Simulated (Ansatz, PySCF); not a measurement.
Gas-phase reaction in SMILES: CC[SiH3] → [CH2]C + [SiH3] (SiH3) (the C-Si bond at the site shown breaks; other sites are not compared here)
Geometries: B3LYP-D3(BJ)/def2-TZVP minima from Ansatz (a quantum-chemistry and plane-wave program).

Quantity: bond dissociation energy (enthalpy at 298 K, with B3LYP-D3(BJ) rigid-rotor harmonic-oscillator terms from PySCF), in kcal/mol. Valence correlation only, unless marked. UHF or UKS for open shells. Spin-orbit coupling is left out. Non-relativistic. Basis-set limits of correlation are two-point, X^-3; Hartree-Fock from the larger set. [CCSD(T)-MP2]/basis is that difference in the basis named.

RI-MP2/CBS(aug-cc-pV(T+d)Z,aug-cc-pV(Q+d)Z)+[CCSD(T)-MP2]/aug-cc-pV(T+d)Z (Ansatz) gives 84.9 kcal/mol.

Another calculation gave 79.6 kcal/mol. Which level was it?
A. LC-wPBE/def2-TZVPD (Ansatz)
B. PBE-QIDH/def2-TZVPD (Ansatz)
C. SVWN5/def2-TZVPD (Ansatz)
D. BLYP/def2-TZVPD (Ansatz)

A, LC-wPBE/def2-TZVPD (Ansatz). The others give 82.8 (PBE-QIDH), 74.3 (BLYP), 93.2 (SVWN5) kcal/mol.
